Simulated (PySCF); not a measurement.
C2H9FGeSi, SMILES C([SiH2]F)[CH2][GeH3], B3LYP/def2-SVP optimised geometry.

```
14

Si     0.68    -0.64     3.65
F      1.21    -2.19     3.70
C     -1.07    -0.65     2.94
C     -1.26    -1.33     1.58
Ge    -0.52    -0.39     0.00
H      1.64     0.14     2.83
H      0.66    -0.12     5.05
H     -1.70    -1.14     3.71
H     -1.41     0.40     2.92
H     -0.83    -2.35     1.59
H     -2.34    -1.46     1.37
H      1.02    -0.39     0.00
H     -1.02    -1.08    -1.29
H     -1.01     1.08     0.00
```

Density from PySCF with B3LYP/def2-TZVP at that geometry.

Minimum of the electron density along straight lines between bonded atoms, close to the bond critical point (lines longer than 1.1 times the sum of covalent radii, or with two minima, are not listed):

| bond | length / Å | ρ at the minimum / e bohr⁻³ | ∇²ρ there / e bohr⁻⁵ | position (fraction from the first atom) |
|---|---|---|---|---|
| Si1–F2 | 1.636 | 0.126 | 0.83 | 0.42 |
| Si1–C3 | 1.879 | 0.126 | 0.14 | 0.39 |
| C3–C4 | 1.542 | 0.233 | [?] | 0.50 |
| C4–Ge5 | 1.983 | 0.123 | [?] | 0.53 |
| Si1–H6 | 1.488 | 0.124 | 0.13 | 0.49 |
| Si1–H7 | 1.489 | 0.124 | 0.12 | 0.49 |
| C3–H8 | 1.106 | 0.267 | -0.87 | 0.64 |
| C3–H9 | 1.107 | 0.266 | -0.87 | 0.64 |
| C4–H10 | 1.103 | 0.272 | -0.90 | 0.64 |
| C4–H11 | 1.103 | 0.271 | -0.90 | 0.64 |
| Ge5–H12 | 1.544 | 0.131 | 0.06 | 0.59 |
| Ge5–H13 | 1.544 | 0.131 | 0.06 | 0.59 |
| Ge5–H14 | 1.546 | 0.130 | 0.06 | 0.59 |

Question: Some entries are withheld; supply them.

Answer: 
- C3–C4, ∇²ρ there / e bohr⁻⁵: -0.54
- C4–Ge5, ∇²ρ there / e bohr⁻⁵: 0.07
